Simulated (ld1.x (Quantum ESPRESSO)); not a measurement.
## Pseudopotential generation for Fe: TM, LDA (PZ), fully relativistic.

```
Element                 : Fe
Generator               : ld1.x (Quantum ESPRESSO) 7.5
Type                    : norm-conserving Troullier–Martins (Kleinman–Bylander form)
Functional              : LDA (PZ)
Relativity              : fully relativistic
Frozen core             : [Ne]
Valence charge          : 16
Reference configuration : 3s2 3p6 3d6 4s2 4p0
Partial waves           : 3p (bound): rc 1.35 bohr; 3d (bound): rc 1.15 bohr; 3s (bound): rc 1.10 bohr
Local potential         : the s channel
Core correction         : a·sin(br)/r model core, default radius (core density twice the valence density)
```

Open shells are filled in proportion to 2j + 1 (rel_dist='average').

Occupied shells without a wave of their own: 4s. They enter only through the test configuration that unscreens the potential, and ld1.x also counts them in the model core charge.

All-electron outer shells of the reference configuration (LDA (PZ), scalar-relativistic, ld1.x):

| shell | level (eV) | outermost node (bohr) | outermost maximum (bohr) |
| --- | --- | --- | --- |
| 2s | -817.90 | 0.08 | 0.22 |
| 2p | -698.00 | – | 0.18 |
| 3s | -93.51 | 0.33 | 0.70 |
| 3p | -59.93 | 0.30 | 0.72 |
| 3d | -7.75 | – | 0.71 |
| 4s | -5.49 | 1.01 | 2.38 |
| 4p | -1.44 | 1.10 | 3.29 |

Problem. Does the generator finish with these settings?

Solution. Yes, a potential is produced.

Problem. Does the potential have ghost states?

Solution. No extra level below or beside the all-electron valence levels (p1/2, p3/2, d3/2, d5/2, s, f tested).

Its largest configuration-test error is -3574 meV (3s2 3p6 3d4 4s0 4p0), which is poor. 1 of 7 tests not solved or not reliable.

ld1.x takes every shell without a wave as core, so the model core holds the 4s electrons as well and exchange and correlation see them twice. This cancels in the reference configuration, but the file is broken for other ones, and its errors say nothing about a proper core correction.
